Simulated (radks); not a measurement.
Q: The table gives one normalised radial function P(r) = r R(r) of Sb48+ in [He] 2s1 (r in bohr). All-electron calculation, scalar-relativistic Kohn-Sham, BLYP, spin-polarised, spherical densities, finite nucleus; open shells are filled with parallel spins first (spin-orbit coupling, left out, can overturn this in heavy ions); Fermi nuclear charge, rms radius 4.6802 fm. Program: a radial shooting solver on a logarithmic mesh with Libxc functionals.

r,P
0.002797,0.7355
0.003362,0.8454
0.004074,0.9706
0.004936,1.1043
0.005981,1.2422
0.00719,1.3720
0.008711,1.4951
0.01056,1.5917
0.01279,1.6427
0.01537,1.6271
0.01863,1.5174
0.02257,1.2847
0.02735,0.9055
0.03287,0.3939
0.03983,-0.2837
0.04826,-1.0643
0.05848,-1.8635
0.07029,-2.5348
0.08517,-3.0041
0.1032,-3.1246
0.125,-2.8574
0.1503,-2.3034
0.1821,-1.5788
0.2207,-0.9030
0.2674,-0.4171
0.3214,-0.1568
0.3894,-0.0419

Which n and l does it have? It may be an empty orbital.

A: n = 2, l = 0: the number of nodes gives n - l - 1 = 1, the rise at small r (about r^(l+1), flatter next to the nucleus through relativity) gives l, and the extent must fit the shell. The curve is that of 2s up; the table hardly tells the two spins apart. 2s up: eigenvalue -8602.4 eV, 1 radial node at r = 0.0369 bohr, <r> = 0.115 bohr, 90 % of the charge inside 0.176 bohr.
